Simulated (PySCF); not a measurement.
The group X on BH2-X is varied. Isolated molecules, 0 K electronic values unless said otherwise. One relaxed conformer stands for each flexible species; it need not be the lowest. Strings in code marks are SMILES.

Calculation: B3LYP-D3(BJ)/def2-TZVP // M06-2X/def2-TZVP (PySCF). B3LYP has the VWN-RPA correlation part, as in Gaussian. Delta-SCF ions had no search for a lower state. Excitations are Tamm–Dancoff values on a coarser integration grid. The basis has no diffuse functions, so Rydberg states are missing or too high.

```json
[
 {"species": "X = methylamino", "LUMO (eV)": "–", "vertical ionisation energy (Delta-SCF) (eV)": "10.24", "S1 oscillator strength": "0.003", "S1–T1 gap (TDA) (eV)": "1.71"},
 {"species": "X = isopropyl", "LUMO (eV)": "-1.50", "vertical ionisation energy (Delta-SCF) (eV)": "10.55", "S1 oscillator strength": "0.002", "S1–T1 gap (TDA) (eV)": "0.55"},
 {"species": "X = trimethylsilyl (`B[Si](C)(C)C`)", "LUMO (eV)": "-2.30", "vertical ionisation energy (Delta-SCF) (eV)": "9.55", "S1 oscillator strength": "0.012", "S1–T1 gap (TDA) (eV)": "0.87"},
 {"species": "X = fluoro (`BF`)", "LUMO (eV)": "-1.44", "vertical ionisation energy (Delta-SCF) (eV)": "12.49", "S1 oscillator strength": "0.000", "S1–T1 gap (TDA) (eV)": "0.63"},
 {"species": "X = propynyl (`C(#CC)B`)", "LUMO (eV)": "-2.17", "vertical ionisation energy (Delta-SCF) (eV)": "9.69", "S1 oscillator strength": "0.000", "S1–T1 gap (TDA) (eV)": "0.29"},
 {"species": "X = AlH2", "LUMO (eV)": "-2.52", "vertical ionisation energy (Delta-SCF) (eV)": "9.81", "S1 oscillator strength": "0.016", "S1–T1 gap (TDA) (eV)": "0.99"},
 {"species": "X = hydroxy", "LUMO (eV)": "-0.68", "vertical ionisation energy (Delta-SCF) (eV)": "11.81", "S1 oscillator strength": "0.000", "S1–T1 gap (TDA) (eV)": "0.62"},
 {"species": "X = bromo (`BrB`)", "LUMO (eV)": "-2.22", "vertical ionisation energy (Delta-SCF) (eV)": "10.79", "S1 oscillator strength": "0.000", "S1–T1 gap (TDA) (eV)": "0.30"}
]
```
